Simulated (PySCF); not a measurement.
C2H7O2, charge +1, singlet, geometry from GFN2-xTB, atoms displaced at random by about 0.08 Å a coordinate; R2SCAN/STO-3G, gradient by finite differences (PySCF).

Here is a job for PySCF.
```python
from pyscf import gto, scf, dft

mol = gto.M(
    atom='''
O     0.809610   -0.249675   -0.905660
C     0.590224    0.839112   -0.170707
C    -0.838020    0.486730    0.369665
O    -0.804443   -0.886777    0.665789
H     1.859004   -0.359560   -1.040654
H     1.275736    0.940357    0.793096
H     0.661395    1.651729   -0.843240
H    -0.991042    1.150470    1.211419
H    -1.513521    0.928490   -0.269887
H     0.026631   -1.068226   -0.114085
H    -1.627461   -1.300016    0.336275
''',
    basis='sto-3g',
    charge=1,
    spin=0,
    verbose=4,
)

mf = dft.RKS(mol)
mf.xc = 'r2scan'
mf.conv_tol = 1e-11
mf.kernel()
scan, done = mf.as_scanner(), []
scan.scf_summary = {}
def energy(d):
    c = mol.atom_coords()
    c[1, 0] += d
    e = scan(mol.set_geom_(c, unit='Bohr', inplace=False))
    done.append(scan.converged)
    return e
h = 0.01
fd = (energy(h) - energy(-h)) / (2 * h)
print('dE/dx =', fd)
```

It wrote (shortened):

```
PySCF version 2.14.0

[INPUT] verbose = 4
[INPUT] num. atoms = 11
[INPUT] num. electrons = 34
[INPUT] charge = 1
[INPUT] spin (= nelec alpha-beta = 2S) = 0
[INPUT] symmetry False subgroup None
[INPUT] Mole.unit = angstrom
[INPUT] Symbol           X                Y                Z      unit          X                Y                Z       unit  Magmom
[...]
nuclear repulsion = 148.189492942774
number of shells = 19
number of NR pGTOs = 81
number of NR cGTOs = 27
basis = sto-3g
ecp = {}

******** <class 'pyscf.dft.rks.RKS'> ********
method = RKS
initial guess = minao
damping factor = 0
level_shift factor = 0
DIIS = <class 'pyscf.scf.diis.CDIIS'>
diis_start_cycle = 1
diis_space = 8
diis_damp = 0
SCF conv_tol = 1e-11
SCF conv_tol_grad = None
SCF max_cycles = 50
direct_scf = True
direct_scf_tol = 1e-13
XC library pyscf.dft.libxc version 7.1.2
    S. Lehtola, C. Steigemann, M. J. T. Oliveira, and M. A. L. Marques,  SoftwareX 7, 1–5 (2018)
XC functionals = r2scan
    J. W. Furness, A. D. Kaplan, J. Ning, J. P. Perdew, and J. Sun,  J. Phys. Chem. Lett. 11, 8208–8215 (2020)
    J. W. Furness, A. D. Kaplan, J. Ning, J. P. Perdew, and J. Sun,  J. Phys. Chem. Lett. 11, 9248–9248 (2020)
    J. W. Furness, A. D. Kaplan, J. Ning, J. P. Perdew, and J. Sun,  J. Phys. Chem. Lett. 11, 8208–8215 (2020)
    J. W. Furness, A. D. Kaplan, J. Ning, J. P. Perdew, and J. Sun,  J. Phys. Chem. Lett. 11, 9248–9248 (2020)
radial grids:
    Treutler-Ahlrichs [JCP 102, 346 (1995); DOI:10.1063/1.469408] (M4) radial grids

becke partition: Becke, JCP 88, 2547 (1988); DOI:10.1063/1.454033
pruning grids: <function nwchem_prune>
grids dens level: 3
symmetrized grids: False
atomic radii adjust function: <function treutler_atomic_radii_adjust>
small_rho_cutoff = 0
Set gradient conv threshold to 3.16228e-06
Initial guess from minao.
tot grids = 125056
init E= -228.280539337686
[...]
cycle= 1 E= -227.410050618291  delta_E= 0.87  |g|= 0.394  |ddm|= 3.86
[...]
cycle= 2 E= -227.401778060185  delta_E= 0.00827  |g|= 0.457  |ddm|= 1.08
[...]
cycle= 3 E= -227.461133633416  delta_E= -0.0594  |g|= 0.0439  |ddm|= 0.589
[...]
cycle= 4 E= -227.461575685553  delta_E= -0.000442  |g|= 0.0224  |ddm|= 0.0815
[...]
cycle= 5 E= -227.461718791186  delta_E= -0.000143  |g|= 0.00114  |ddm|= 0.0292
[...]
cycle= 6 E= -227.46171931925  delta_E= -5.28e-07  |g|= 0.00029  |ddm|= 0.00237
[...]
cycle= 7 E= -227.461719345559  delta_E= -2.63e-08  |g|= 6.64e-05  |ddm|= 0.00049
[...]
cycle= 8 E= -227.461719346956  delta_E= -1.4e-09  |g|= 1.06e-05  |ddm|= 9.96e-05
[...]
cycle= 9 E= -227.461719346994  delta_E= -3.87e-11  |g|= 1.64e-06  |ddm|= 1.69e-05
[...]
cycle= 10 E= -227.461719346995  delta_E= -5.68e-14  |g|= 1.08e-07  |ddm|= 2.58e-06
[...]
Extra cycle  E= -227.461719346995  delta_E= -6.82e-13  |g|= 6.99e-08  |ddm|= 3.23e-07
converged SCF energy = -227.461719346995
Create scanner for <class 'pyscf.dft.rks.RKS'>

WARN: Mole.unit (angstrom) is changed to Bohr

New geometry
   1 O      0.809610000000  -0.249675000000  -0.905660000000 AA    1.529941167709  -0.471817370151  -1.711449361974 Bohr
   2 C      0.595515772109   0.839112000000  -0.170707000000 AA    1.125361712145   1.585691867836  -0.322589477546 Bohr
   3 C     -0.838020000000   0.486730000000   0.369665000000 AA   -1.583628286908   0.919786396610   0.698565607837 Bohr
   4 O     -0.804443000000  -0.886777000000   0.665789000000 AA   -1.520176952823  -1.675765663563   1.258158866748 Bohr
   5 H      1.859004000000  -0.359560000000  -1.040654000000 AA    3.513008424471  -0.679469925349  -1.966551050433 Bohr
   6 H      1.275736000000   0.940357000000   0.793096000000 AA    2.410791647248   1.777017189318   1.498734230488 Bohr
   7 H      0.661395000000   1.651729000000  -0.843240000000 AA    1.249855410157   3.121315442002  -1.593492657278 Bohr
   8 H     -0.991042000000   1.150470000000   1.211419000000 AA   -1.872797957941   2.174073214528   2.289250132094 Bohr
[...]
[...]
cycle= 6 E= -227.461735296829  delta_E= -2.7e-11  |g|= 3.9e-06  |ddm|= 1.74e-05
[...]
cycle= 7 E= -227.461735296833  delta_E= -4.04e-12  |g|= 1.87e-07  |ddm|= 5.07e-06
[...]
Extra cycle  E= -227.461735296833  delta_E= -5.68e-14  |g|= 1.98e-07  |ddm|= 5.55e-07
converged SCF energy = -227.461735296833

WARN: Mole.unit (angstrom) is changed to Bohr

New geometry
   1 O      0.809610000000  -0.249675000000  -0.905660000000 AA    1.529941167709  -0.471817370151  -1.711449361974 Bohr
   2 C      0.584932227891   0.839112000000  -0.170707000000 AA    1.105361712145   1.585691867836  -0.322589477546 Bohr
   3 C     -0.838020000000   0.486730000000   0.369665000000 AA   -1.583628286908   0.919786396610   0.698565607837 Bohr
   4 O     -0.804443000000  -0.886777000000   0.665789000000 AA   -1.520176952823  -1.675765663563   1.258158866748 Bohr
   5 H      1.859004000000  -0.359560000000  -1.040654000000 AA    3.513008424471  -0.679469925349  -1.966551050433 Bohr
   6 H      1.275736000000   0.940357000000   0.793096000000 AA    2.410791647248   1.777017189318   1.498734230488 Bohr
   7 H      0.661395000000   1.651729000000  -0.843240000000 AA    1.249855410157   3.121315442002  -1.593492657278 Bohr
   8 H     -0.991042000000   1.150470000000   1.211419000000 AA   -1.872797957941   2.174073214528   2.289250132094 Bohr
   9 H     -1.513521000000   0.928490000000  -0.269887000000 AA   -2.860140173778   1.754591809397  -0.510012514580 Bohr
  10 H      0.026631000000  -1.068226000000  -0.114085000000 AA    0.050325296423  -2.018654579140  -0.215589404921 Bohr
  11 H     -1.627461000000  -1.300016000000   0.336275000000 AA   -3.075455568411  -2.456674197553   0.635467652538 Bohr

******** <class 'pyscf.scf.hf.RKS_Scanner'> ********
method = RKS_Scanner
initial guess = minao
damping factor = 0
level_shift factor = 0
DIIS = <class 'pyscf.scf.diis.CDIIS'>
diis_start_cycle = 1
diis_space = 8
diis_damp = 0
SCF conv_tol = 1e-11
SCF conv_tol_grad = None
SCF max_cycles = 50
direct_scf = True
direct_scf_tol = 1e-13
XC library pyscf.dft.libxc version 7.1.2
    S. Lehtola, C. Steigemann, M. J. T. Oliveira, and M. A. L. Marques,  SoftwareX 7, 1–5 (2018)
XC functionals = r2scan
    J. W. Furness, A. D. Kaplan, J. Ning, J. P. Perdew, and J. Sun,  J. Phys. Chem. Lett. 11, 8208–8215 (2020)
    J. W. Furness, A. D. Kaplan, J. Ning, J. P. Perdew, and J. Sun,  J. Phys. Chem. Lett. 11, 9248–9248 (2020)
    J. W. Furness, A. D. Kaplan, J. Ning, J. P. Perdew, and J. Sun,  J. Phys. Chem. Lett. 11, 8208–8215 (2020)
    J. W. Furness, A. D. Kaplan, J. Ning, J. P. Perdew, and J. Sun,  J. Phys. Chem. Lett. 11, 9248–9248 (2020)
radial grids:
    Treutler-Ahlrichs [JCP 102, 346 (1995); DOI:10.1063/1.469408] (M4) radial grids

becke partition: Becke, JCP 88, 2547 (1988); DOI:10.1063/1.454033
pruning grids: <function nwchem_prune>
grids dens level: 3
symmetrized grids: False
atomic radii adjust function: <function treutler_atomic_radii_adjust>
small_rho_cutoff = 0
Set gradient conv threshold to 3.16228e-06
tot grids = 125056
init E= -227.46113523637
[...]
cycle= 1 E= -227.461644604943  delta_E= -0.000509  |g|= 0.00444  |ddm|= 0.0243
[...]
cycle= 2 E= -227.461647143786  delta_E= -2.54e-06  |g|= 0.00391  |ddm|= 0.0124
[...]
cycle= 3 E= -227.461651927591  delta_E= -4.78e-06  |g|= 0.000394  |ddm|= 0.00563
[...]
cycle= 4 E= -227.461651978576  delta_E= -5.1e-08  |g|= 0.00012  |ddm|= 0.000744
[...]
cycle= 5 E= -227.461651983226  delta_E= -4.65e-09  |g|= 2.36e-05  |ddm|= 0.000186
[...]
cycle= 6 E= -227.461651983376  delta_E= -1.5e-10  |g|= 7.74e-06  |ddm|= 3.88e-05
[...]
cycle= 7 E= -227.461651983394  delta_E= -1.84e-11  |g|= 4.11e-07  |ddm|= 1.02e-05
[...]
cycle= 8 E= -227.461651983393  delta_E= 1.02e-12  |g|= 2.02e-07  |ddm|= 8.68e-07
[...]
Extra cycle  E= -227.461651983393  delta_E= -1.14e-13  |g|= 2.23e-07  |ddm|= 5.54e-07
converged SCF energy = -227.461651983393
dE/dx = -0.0041656719716343105
```
